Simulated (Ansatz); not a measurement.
Born–Oppenheimer molecular dynamics of FH3O2Si (7 atoms, charge 0, multiplicity 1). It goes on from the last frame of an earlier run, with new velocities.

All numbers below come from Ansatz 0.2.0, RKS PBE0-D4/STO-3G.

| Property | Result |
| --- | --- |
| ensemble | NVT, Langevin thermostat |
| time step | 0.5 fs |
| steps asked | 250 |
| set temperature | 2000 K |
| friction | 0.05 /fs |
| seed | 847847 |

Frames 10 fs apart, positions in Å.

Velocities at 5 fs (Å/ps):

```
Si -5.39 -5.63 -5.67
H -38.95 38.54 -7.72
O -2.03 12.70 -16.73
H 4.76 -34.70 -6.16
F -8.87 3.82 15.85
O 12.28 -10.60 9.30
H 24.65 52.01 84.95
```

```xyz
7
Properties=species:S:1:pos:R:3 time_fs=5 energy_less_start_eV=0.133 T=2110
Si -0.040 -0.149 0.094
H -0.295 0.531 1.266
O 1.567 -0.106 -0.177
H 1.729 -0.762 -0.921
F -0.684 0.981 -0.980
O -0.651 -1.729 -0.072
H -1.634 -1.601 0.437
7
Properties=species:S:1:pos:R:3 time_fs=15 energy_less_start_eV=0.311 T=2122
Si -0.105 -0.191 0.101
H -0.320 0.400 1.327
O 1.583 -0.015 -0.368
H 2.040 -0.937 -0.619
F -0.740 1.032 -0.837
O -0.627 -1.791 0.048
H -1.385 -1.691 0.817
7
Properties=species:S:1:pos:R:3 time_fs=25 energy_less_start_eV=0.238 T=1848
Si -0.063 -0.201 0.094
H -0.294 0.268 1.552
O 1.581 -0.016 -0.441
H 2.136 -0.860 -0.176
F -0.794 1.040 -0.854
O -0.647 -1.794 0.176
H -1.367 -1.841 0.828
7
Properties=species:S:1:pos:R:3 time_fs=35 energy_less_start_eV=1.377 T=1097
Si -0.062 -0.096 0.129
H -0.553 0.477 1.724
O 1.613 -0.186 -0.389
H 1.769 -0.955 0.372
F -0.780 0.907 -0.875
O -0.620 -1.847 0.182
H -1.346 -1.619 0.723
7
Properties=species:S:1:pos:R:3 time_fs=45 energy_less_start_eV=0.551 T=2139
Si -0.065 -0.105 0.187
H -0.502 0.536 1.438
O 1.614 -0.327 -0.281
H 2.245 -1.009 0.452
F -0.810 0.852 -0.951
O -0.576 -1.777 0.165
H -1.540 -1.764 0.476
7
Properties=species:S:1:pos:R:3 time_fs=55 energy_less_start_eV=1.187 T=1571
Si -0.035 -0.160 0.325
H -0.344 0.754 1.388
O 1.595 -0.291 -0.185
H 2.148 -0.840 0.721
F -0.861 0.736 -0.966
O -0.539 -1.730 0.121
H -1.293 -2.272 0.527
7
Properties=species:S:1:pos:R:3 time_fs=65 energy_less_start_eV=1.600 T=1200
Si -0.052 -0.180 0.359
H -0.163 0.685 1.765
O 1.640 -0.295 -0.146
H 2.189 -0.709 0.814
F -0.927 0.651 -0.944
O -0.504 -1.852 -0.011
H -1.003 -1.897 0.965
7
Properties=species:S:1:pos:R:3 time_fs=75 energy_less_start_eV=1.716 T=2071
Si -0.074 -0.207 0.303
H -0.591 0.368 1.767
O 1.637 -0.263 -0.147
H 2.022 -0.397 0.912
F -0.858 0.495 -0.710
O -0.510 -1.886 -0.056
H -0.608 -2.316 1.019
7
Properties=species:S:1:pos:R:3 time_fs=85 energy_less_start_eV=0.604 T=4202
Si 0.008 -0.327 0.335
H -0.413 -0.128 1.575
O 1.651 -0.119 0.155
H 1.855 0.115 1.076
F -0.932 0.507 -0.717
O -0.505 -1.830 -0.014
H -0.068 -2.719 0.456
7
Properties=species:S:1:pos:R:3 time_fs=95 energy_less_start_eV=1.105 T=1785
Si 0.064 -0.417 0.400
H -0.569 -0.142 1.651
O 1.682 0.066 0.332
H 1.875 0.463 1.188
F -0.961 0.641 -0.736
O -0.477 -1.797 -0.156
H 0.240 -2.372 0.275
7
Properties=species:S:1:pos:R:3 time_fs=105 energy_less_start_eV=1.054 T=2093
Si 0.021 -0.278 0.423
H -0.603 -0.083 1.911
O 1.742 0.083 0.283
H 1.808 0.352 1.325
F -0.904 0.658 -0.719
O -0.526 -1.940 -0.290
H 0.056 -2.755 -0.131
7
Properties=species:S:1:pos:R:3 time_fs=115 energy_less_start_eV=1.630 T=2356
Si -0.096 -0.242 0.365
H -0.439 0.040 1.773
O 1.736 0.182 0.336
H 2.113 0.622 1.318
F -0.797 0.722 -0.586
O -0.489 -2.033 -0.236
H 0.491 -2.226 0.194
```

Of the whole run (125 fs, mean temperature of the second half 2337 K): The mean temperature of the second half is 17 % above the set value. A run of 0.12 ps of so small a system gives no equilibrium averages. Limits of this set-up: minimal basis.

Run time: 4.6 min on 1 thread of Arm Neoverse V2, with other jobs on the host, peak memory 0.082 GiB.
